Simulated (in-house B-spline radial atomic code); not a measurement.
The numbers below are computed, except where a source is named.
# Extrapolating the RPA correlation energy in partial waves: the lutetium ion Lu⁺

All-electron RPA on PBE0 orbitals from an all-electron radial atomic-structure program (B-spline basis), scalar-relativistic (spin-free one-electron X2C), finite nucleus, configuration [Xe] 4f14 6s2. Without the two-electron picture change, the correlation of inner shells comes somewhat too large for so heavy an element. With empty states up to angular momentum L the sums are:

```csv
L,E_c(L) (hartree)
5,-5.605785
6,-5.915119
7,-6.079852
8,-6.173582
9,-6.228851
```

For large l each further wave adds A/(l + 1/2)⁴, because the basis must build the cusp where two electrons meet.

(1) Estimate the limit from L = 8 and L = 9.

(2) How good is the estimate?

## Answers

(1) Wave 9 adds -0.055269, against a sum of (l + 1/2)⁻⁴ of 1.22774e-04, so A = -450.17. The sum over l > 9 is ζ(4, 10.5) = 3.3168e-04, close to 1/(3 × 10³) = 3.3333e-04. The tail is -0.149313 and the limit -6.37816 hartree.

(2) A run to L = 11 sums to -6.28503 and extrapolates to -6.35888 hartree, 7.89 millihartree from the run before, so it has not settled and is itself too deep. The estimate differs from that by -19.28 millihartree, while the bare sum at L = 9 misses 130.0 millihartree (2.0 %).
